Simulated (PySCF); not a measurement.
# AlSiH4O4F

The system: AlSiH4O4F, a molecule drawn to mimic a surface site (built as: Si site whose three back bonds go to OH, H, OAl(OH)2; end group F); neutral, singlet. The structure, one conformer, was relaxed in the gas phase by PBE0-D3(BJ)/def2-SVP. No frequency run checks that it is a minimum.

SMILES: [OH][Al]([OH])[O][SiH](O)F

Coordinates in Å:
```
Si1    -1.483    0.776    0.596
O2     -1.335    1.577    2.020
O3     -0.047    0.279    0.018
Al4     1.246   -0.472   -0.779
O5      1.124   -2.024   -1.441
O6      2.698    0.385   -0.884
F7     -2.382   -0.557    0.814
H8     -2.202    1.660   -0.337
H9     -0.717    1.226    2.668
H10     0.338   -2.572   -1.420
H11     3.479    0.041   -1.320
```

Shieldings: GIAO PBE0/pcSseg-1. Shifts are against computed references at the same level: H TMS (σ 31.27 ppm), Si TMS (σ 352.0 ppm). Core levels by delta-SCF with SCAN, pcX-2 on the ionised atom and pcseg-1 elsewhere, spin-free X2C (2p3/2 is the spin-free 2p value less a third of a first-order spin-orbit splitting); from the vacuum level, for chosen atoms.

Problem. Give the NMR and core-level values of the distinct atoms.

Solution. 
```json
{"atoms": "Si1", "bonded to": "1 F + 2 O + 1 H", "σ (ppm)": "414.3", "δ (ppm)": "-62.3", "core level (eV)": "2p3/2 108.78"}
{"atoms": "O2", "bonded to": "1 Si + 1 H", "σ (ppm)": "273.6", "δ (ppm)": "-", "core level (eV)": "1s 539.07"}
{"atoms": "O3", "bonded to": "1 Al + 1 Si", "σ (ppm)": "267.8", "δ (ppm)": "-", "core level (eV)": "1s 538.14"}
{"atoms": "Al4", "bonded to": "3 O", "σ (ppm)": "482.7", "δ (ppm)": "-", "core level (eV)": "2p3/2 81.42"}
{"atoms": "O5", "bonded to": "1 Al + 1 H", "σ (ppm)": "325.0", "δ (ppm)": "-", "core level (eV)": "-"}
{"atoms": "O6", "bonded to": "1 Al + 1 H", "σ (ppm)": "333.0", "δ (ppm)": "-", "core level (eV)": "-"}
{"atoms": "F7", "bonded to": "1 Si", "σ (ppm)": "306.0", "δ (ppm)": "-", "core level (eV)": "1s 692.33"}
{"atoms": "H8", "bonded to": "1 Si", "σ (ppm)": "27.05", "δ (ppm)": "4.22", "core level (eV)": "-"}
{"atoms": "H9", "bonded to": "1 O", "σ (ppm)": "29.22", "δ (ppm)": "2.05", "core level (eV)": "-"}
{"atoms": "H10", "bonded to": "1 O", "σ (ppm)": "29.90", "δ (ppm)": "1.37", "core level (eV)": "-"}
{"atoms": "H11", "bonded to": "1 O", "σ (ppm)": "29.99", "δ (ppm)": "1.27", "core level (eV)": "-"}
```

Values are those of this one static structure; atoms that internal rotation interchanges would show their mean in an NMR spectrum.

Problem. Which of O2, O3 holds its core electrons tightest, and by how much against the loosest?

Solution. O2 (bonded to 1 Si + 1 H), by 0.92 eV over O3 (bonded to 1 Al + 1 Si).

Problem. By CAM-B3LYP/def2-SVPD (TDDFT singlets, Tamm-Dancoff triplets), where does absorption start?

Solution. The first singlet with intensity lies at 7.47 eV (f 0.030); what lies below it is dark. The lowest singlet lies at 7.09 eV (f 0.000), the strongest of the first 6 at 8.31 eV (f 0.111), the lowest triplet at 6.76 eV.
